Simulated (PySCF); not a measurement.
BI3, SMILES IB(I)I.

Geometry: PBE0-D3(BJ)/def2-SVP. The isomer is the one that the SMILES or the coordinates give; other isomers of the formula were not compared. The def2 effective core potentials stand for the cores of I; spin–orbit coupling is left out.

The numbers are results of M06-2X/def2-TZVP in PySCF, not measurements.

Symmetry labels are those of the subgroup C2v that the program uses (full group D3h).

Computed valence orbital energies around the gap with their symmetry:
| orbital | symmetry | energy (eV) |
|---|---|---|
| HOMO−7 | A1 | -11.79 |
| HOMO−6 | B1 | -11.79 |
| HOMO−5 | B2 | -10.74 |
| HOMO−4 | B1 | -9.22 |
| HOMO−3 | A1 | -9.22 |
| HOMO−2 | B2 | -9.15 |
| HOMO−1 | A2 | -9.15 |
| HOMO | B1 | -8.55 |
| LUMO | B2 | -1.86 |
| LUMO+1 | A1 | -0.36 |
| LUMO+2 | A1 | 1.36 |
| LUMO+3 | B1 | 1.36 |
